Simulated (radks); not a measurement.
Values are calculated unless marked as measured or tabulated.
Spherical quantum dot in the effective-mass picture: electrons in a hard-walled sphere of radius 1.77, with a point charge +1 (a donor) at the centre, all in effective atomic units (hartree* = m*/eps^2 hartree, bohr* = eps/m* bohr), one dielectric constant everywhere. Level of theory: non-relativistic Kohn-Sham, LDA (Slater exchange, Perdew-Wang correlation), spin-polarised, spherical densities (a radial shooting solver with Libxc functionals). Levels are named by radial order and angular momentum (1s, 1p, 1d, 2s, ...), and open shells are averaged over m.

N = 36, configuration 1s2 1p6 1d10 2s2 1f14 1g(up 2, down 0). This is the lowest configuration that the search found. Occupied and some empty levels:

| level | occupation | eigenvalue (hartree*) | <r> (bohr*) |
|---|---|---|---|
| 1s up | 1 | 27.529 | 1.111 |
| 1s down | 1 | 27.564 | 1.109 |
| 1p up | 3 | 28.533 | 1.199 |
| 1p down | 3 | 28.572 | 1.198 |
| 1d up | 5 | 30.088 | 1.253 |
| 1d down | 5 | 30.131 | 1.252 |
| 2s up | 1 | 32.098 | 0.7663 |
| 2s down | 1 | 32.113 | 0.7674 |
| 1f up | 7 | 32.151 | 1.293 |
| 1f down | 7 | 32.195 | 1.293 |
| 1g up | 2 | 34.683 | 1.326 |
| 1g down | 0 | 34.729 | 1.326 |
| 2p up | 0 | 35.440 | 0.9158 |
| 2p down | 0 | 35.459 | 0.9159 |
| 1h up | 0 | 37.661 | 1.353 |
| 1h down | 0 | 37.708 | 1.353 |
| 2d up | 0 | 38.936 | 1.004 |
| 2d down | 0 | 38.958 | 1.004 |
| 3s up | 0 | 39.531 | 0.8432 |
| 3s down | 0 | 39.551 | 0.8436 |

Energy (hartree*): total 643.108, kinetic 232.11, external -32.357, Hartree 479.99, exchange-correlation -36.636.
